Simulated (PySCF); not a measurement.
## Basis and Hamiltonian dependence of the excitation energy of Se

Se [Ar] 3d10 4s2 4p4 (3P) → Se [Ar] 3d10 4s2 4p3 4d1 (5D). Calculated with PySCF 2.14 from differences of total energies of unrestricted determinants, without spin-orbit coupling. Values in eV.

| basis | Hamiltonian | functions | UHF | r2SCAN | PBE0 | MP2 (valence) | CCSD(T) (valence) |
| --- | --- | --- | --- | --- | --- | --- | --- |
| aug-cc-pwCVDZ-PP with ECP10MDF | ECP | 48 | 8.719 | 9.266 | 9.093 | 9.291 | n/a |
| aug-cc-pVTZ-DK | spin-free X2C | 59 | 7.841 | 8.440 | 8.302 | 8.328 | 8.443 |
| aug-cc-pVQZ-PP with ECP10MDF | ECP | 89 | 7.373 | 7.973 | 7.816 | 7.939 | 8.059 |
| dyall-av2z | non-relativistic | 92 | 8.733 | 9.307 | 9.162 | 9.299 | 9.343 |
| aug-cc-pVQZ-DK | spin-free X2C | 93 | 7.421 | 8.043 | 7.899 | 7.983 | 8.102 |
| aug-cc-pwCVTZ-PP with ECP10MDF | ECP | 96 | 7.795 | 8.379 | 8.219 | 8.300 | 8.415 |
| def2-QZVPPD | non-relativistic | 98 | 7.490 | 8.111 | 7.966 | 8.078 | 8.210 |
| x2c-QZVPPall with one added diffuse shell each of s, p, d, f type | spin-free X2C | 113 | 7.608 | 8.228 | 8.085 | 8.158 | n/a |
| aug-cc-pVQZ-PP with one added diffuse shell each of s, p, d, f, g type with ECP10MDF | ECP | 114 | 6.860 | 7.558 | 7.392 | 7.503 | n/a |

Frozen in the all-electron rows: valence: [Ar] 3d10; with a core potential, the same shells as far as they lie outside it.

At UHF, aug-cc-pwCVDZ-PP with ECP10MDF, dyall-av2z, def2-QZVPPD, aug-cc-pVQZ-PP with one added diffuse shell each of s, p, d, f, g type with ECP10MDF lie more than 0.3 eV from the median of the rows with comparable relativity. Of these, def2-QZVPPD has no diffuse functions of the l that the added or promoted electron needs.

Non-relativistic rows lack the scalar-relativistic shift.

Reference for a calculation without spin-orbit coupling: 7.741 eV (measured, between term centres; NIST).
